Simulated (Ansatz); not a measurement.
Input file for Ansatz (a first-principles code): U-PBE/cc-pVTZ on H3NSe (SMILES N[SeH]), a point of a bond scan (R = 0.911 Å).

Ansatz 0.2 input:
```yaml
crystal:
  periodic: [false, false, false]
  atoms:
    - {symbol: Se, position_ang: [-0.04297444, 0.31558987, 0.23261758]}
    - {symbol: H, position_ang: [-1.26689466, 0.77294197, -0.47788287]}
    - {symbol: N, position_ang: [0.36656617, -1.22733427, -0.72479358]}
    - {symbol: H, position_ang: [0.52974826, -1.03235672, -1.59927980]}
    - {symbol: H, position_ang: [-0.38581730, -1.90096526, -0.66111496]}
basis:
  gaussian:
    orbitals: cc-pVTZ
hamiltonian:
  xc: {name: PBE}
magnetization: {spin_polarized: true, initial_magnetization: 0}
```

The head of its log:

```
WARN ansatz: RAYON_NUM_THREADS=1 ignored (pool sized by the plan → 1); use --threads N
Functional definition: PBE
integrals: 0.03 GiB planned
735 factors; their error is unknown
mean field: 0.36 GiB planned
mean field evaluation 1: about -66869.4078 eV, gradient 4.8e1 eV
mean field evaluation 2: about -66802.1029 eV, gradient 1.0e2 eV
```

Task: What total energy does the run end on?

Result: -2457.7159 hartree.
